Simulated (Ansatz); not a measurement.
C$_{2}$H$_{6}$ClGa (`C[CH2][GaH][Cl]`), relaxed with RKS PBE0-D4/def2-TZVP in Ansatz 0.2.0 from a GFN2-xTB geometry. The force threshold is 0.005 eV/Å; the program also tests the step.

Total charge 0; spin multiplicity 1.

Start:

```xyz
10

C     0.629    0.930   -0.768
C     0.087    0.437    0.575
Ga   -0.776   -1.415    0.365
Cl   -1.716   -2.469    1.907
H     1.129    1.892   -0.658
H    -0.180    1.042   -1.491
H     1.344    0.216   -1.179
H    -0.652    1.139    0.978
H     0.893    0.377    1.317
H    -0.757   -2.150   -1.045
```

| step | energy (eV) | largest force (eV/Å) | largest move (Å) |
| --- | --- | --- | --- |
| 1 | -67061.5897 | 1.586 | 0.000 |
| 2 | -67061.6897 | 0.395 | 0.085 |
| 3 | -67061.7111 | 0.104 | 0.097 |
| 4 | -67061.7156 | 0.117 | 0.092 |
| 5 | -67061.7172 | 0.062 | 0.077 |
| 6 (rejected) | -67061.7163 | 0.109 | 0.029 |
| 7 | -67061.7180 | 0.008 | 0.014 |
| 8 | -67061.7180 | 0.010 | 0.012 |
| 9 | -67061.7181 | 0.002 | 0.007 |
| 10 | -67061.7181 | 0.003 | 0.005 |
| 11 | -67061.7181 | 0.004 | 0.011 |
| 12 | -67061.7181 | 0.003 | 0.009 |

End:

```xyz
10

C     0.656    0.975   -0.756
C     0.063    0.355    0.503
Ga   -0.758   -1.411    0.263
Cl   -1.618   -2.281    2.046
H     1.094    1.956   -0.551
H    -0.098    1.115   -1.535
H     1.445    0.352   -1.183
H    -0.708    0.999    0.939
H     0.820    0.243    1.286
H    -0.896   -2.304   -1.012
```

Hardware: 4 threads of a server CPU on a shared host. Wall time 32 s, peak host memory 0.49 GiB.
